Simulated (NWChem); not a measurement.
System: SF$_{3}$ cation; SMILES F[S+](F)F

Here is an NWChem input.

```
start job
memory heap 200 mb stack 900 mb global 1100 mb
charge 1
geometry units angstroms noautosym nocenter noautoz
  F      0.304071    -1.313604    -0.276375
  S      0.000000     0.000000     0.449228
  F      0.985579     0.920136    -0.276375
  F     -1.289650     0.393469    -0.276375
end
basis spherical
  * library def2-svp
end
dft
  xc m06-2x
  iterations 150
end
cosmo
  do_cosmo_smd true
  solvent dioxane
end
task dft energy
```

Excerpt of the output:

```
             Northwest Computational Chemistry Package (NWChem) 7.3.0
             --------------------------------------------------------

                             Geometry "geometry" -> ""
                             -------------------------

 Output coordinates in angstroms (scale by  1.889725989 to convert to a.u.)

  No.       Tag          Charge          X              Y              Z
 ---- ---------------- ---------- -------------- -------------- --------------
    1 F                    9.0000     0.30407100    -1.31360400    -0.27637500
    2 S                   16.0000     0.00000000     0.00000000     0.44922800
    3 F                    9.0000     0.98557900     0.92013600    -0.27637500
    4 F                    9.0000    -1.28965000     0.39346900    -0.27637500

 Effective nuclear repulsion energy (a.u.)     204.3610182919

                                 NWChem DFT Module
                                 -----------------

 Summary of "ao basis" -> "ao basis" (spherical)
 ------------------------------------------------------------------------------
       Tag                 Description            Shells   Functions and Types
 ---------------- ------------------------------  ------  ---------------------
 F                          def2-svp                 6       14   3s2p1d
 S                          def2-svp                 8       18   4s3p1d

 in cosmo_initialize ...
 calling solv_data for solv:dioxane

 solvent parameters
 solvname_short: dioxane
 solvname_long:  1,4-dioxane
 dielec:        2.2099
 dielecinf:     2.0232
 nonaqueous SMD model solvent descriptors
 dielec:        2.2099
 sola:          0.0000
 solb:          0.6400
 solc:          0.0000
 solg:         47.1400
 solh:          0.0000
 soln:          1.4224

          ---------------
          -cosmo- solvent
          ---------------
 Cosmo: York-Karplus, doi: 10.1021/jp992097l
 dielectric constant -eps-     =   2.21
 screen = (eps-1)/(eps    )    =   0.54749
 surface charge correction     = lagrangian

   van der Waals surface
 --------------------------

[...]

                                COSMO-SMD solvation results
                                ---------------------------

             internal energy in gas <Psi(g)|H|Psi(g)> =      -696.804901819114
         internal energy in solvent <Psi(s)|H|Psi(s)> =      -696.804844514364
                               delta internal energy  =         0.000057304750 (    0.04 kcal/mol)
   total free energy in solvent <Psi(s)|H+V/2|Psi(s)> =      -696.861465530628
 polarization energy contribution <Psi(s)|V/2|Psi(s)> =        -0.056621016264 (  -35.53 kcal/mol)
    total free energy in solvent including G(SMD-CDS) =      -696.860620777272
                       G(SMD-CDS) energy contribution =         0.000844753356 (    0.53 kcal/mol)
     1 M fixed-concentration free energy of solvation =        -0.055718958159 (  -34.96 kcal/mol)

                       DFT Final Molecular Orbital Analysis
                       ------------------------------------

 Vector   19  Occ=2.000000D+00  E=-7.552552D-01
              MO Center=  3.7D-01,  2.1D-01, -2.3D-01, r^2= 2.1D+00
   Bfn.  Coefficient  Atom+Function         Bfn.  Coefficient  Atom+Function
  ----- ------------  ---------------      ----- ------------  ---------------
    38      0.315637  3 F  pz                37      0.292872  3 F  py
     5      0.276515  1 F  py                36      0.275023  3 F  px
    50      0.217316  4 F  px                41     -0.205425  3 F  pz
    40     -0.191655  3 F  py                 6     -0.188859  1 F  pz
     8     -0.180248  1 F  py                39     -0.181080  3 F  px

 Vector   20  Occ=2.000000D+00  E=-7.392311D-01
              MO Center=  2.3D-03,  1.1D-03, -2.7D-01, r^2= 2.2D+00
   Bfn.  Coefficient  Atom+Function         Bfn.  Coefficient  Atom+Function
  ----- ------------  ---------------      ----- ------------  ---------------
     4      0.396826  1 F  px                51     -0.389214  4 F  py
    37      0.298676  3 F  py                36     -0.278554  3 F  px
     7     -0.262561  1 F  px                54      0.257538  4 F  py
    40     -0.197592  3 F  py                39      0.184274  3 F  px
    50     -0.119397  4 F  px                 5      0.092712  1 F  py

 Vector   21  Occ=2.000000D+00  E=-6.612338D-01
              MO Center=  1.2D-04, -6.6D-06,  3.5D-01, r^2= 2.0D+00
   Bfn.  Coefficient  Atom+Function         Bfn.  Coefficient  Atom+Function
  ----- ------------  ---------------      ----- ------------  ---------------
    18      0.401878  2 S  s                 17      0.363406  2 S  s
    24      0.344844  2 S  pz                 6      0.296886  1 F  pz
    38      0.296918  3 F  pz                52      0.296804  4 F  pz
    16     -0.241097  2 S  s                  9     -0.218111  1 F  pz
    41     -0.218135  3 F  pz                55     -0.218063  4 F  pz

 Vector   22  Occ=0.000000D+00  E=-1.938567D-01
              MO Center=  2.6D-02, -7.3D-02,  5.1D-01, r^2= 1.7D+00
   Bfn.  Coefficient  Atom+Function         Bfn.  Coefficient  Atom+Function
  ----- ------------  ---------------      ----- ------------  ---------------
    25      0.856699  2 S  px                22      0.460420  2 S  px
    49      0.314311  4 F  s                 35     -0.292994  3 F  s
    19      0.229599  2 S  px                52     -0.194300  4 F  pz
     4      0.182739  1 F  px                38      0.181250  3 F  pz
    55      0.181747  4 F  pz                 7     -0.180210  1 F  px

[...]
```

Level: M06-2X/def2-SVP, SMD on the gas-phase geometry. Geometry: optimised at PBE0/def2-SVP. Solvent: 1,4-dioxane.
